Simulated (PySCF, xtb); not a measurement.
C5H6O2, SMILES C1=COC=COC1. One conformer was computed; it need not be the lowest.

Harmonic wavenumbers (cm⁻¹) from GFN2-xTB (xtb) at its own minimum, in rising order: 122, 171, 375, 379, 446, 492, 715, 760, 795, 835, 861, 872, 878, 934, 984, 1006, 1114, 1149, 1227, 1264, 1297, 1309, 1336, 1353, 1450, 1688, 1742, 2847, 2972, 3058, 3064, 3094, 3103.

### Question
What does PBE-D3(BJ)/def2-SVP (PySCF) give at its own minimum? (The exact figures need the calculation; the answer reports its results.)

### Answer
98, 145, 374, 396, 460, 523, 685, 728, 771, 836, 859, 883, 897, 937, 952, 980, 1137, 1153, 1222, 1269, 1328, 1358, 1370, 1387, 1415, 1682, 1712, 2926, 3028, 3112, 3115, 3138, 3160. Paired by order, the mean absolute difference is 27 cm⁻¹ and the zero-point energies are 62.5 and 63.0 kcal/mol.
